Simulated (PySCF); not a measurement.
**Cs³⁷⁺: ionisation energy**

Cs³⁷⁺ [Ar] (1S) → Cs³⁸⁺ [Ne] 3s2 3p5 (2P), as a difference of total energies. Computed with PySCF 2.14 in an uncontracted even-tempered set (18 s from 6.6 bohr⁻², ratio 2.5; 12 p from 8.6 bohr⁻², ratio 2.5; 5 d from 38 bohr⁻², ratio 2.7; 4 f from 57 bohr⁻², ratio 2.7), with scalar relativity by spin-free X2C-1e. Correlated levels: outer shells: 1s2 frozen; virtual orbitals above 40 to 60 times the deepest correlated orbital energy dropped. The calculations carry no spin-orbit coupling.

```json
{"method": "UHF", "ionisation energy (eV)": "2712.1"}
{"method": "MP2 (outer shells)", "ionisation energy (eV)": "2713.2"}
{"method": "SCS-MP2 (outer shells)", "ionisation energy (eV)": "2713.0"}
{"method": "CCSD (outer shells)", "ionisation energy (eV)": "2713.1"}
{"method": "CCSD(T) (outer shells)", "ionisation energy (eV)": "2713.1"}
```

A first-order spin-orbit estimate (lowest level to lowest level, LS coupling) adds -26.916 eV.

Breit and QED terms and the two-electron picture change are absent.

For comparison: 2683 ± 4 eV (theoretical estimate listed by NIST; NIST Atomic Spectra Database, ionization energies).
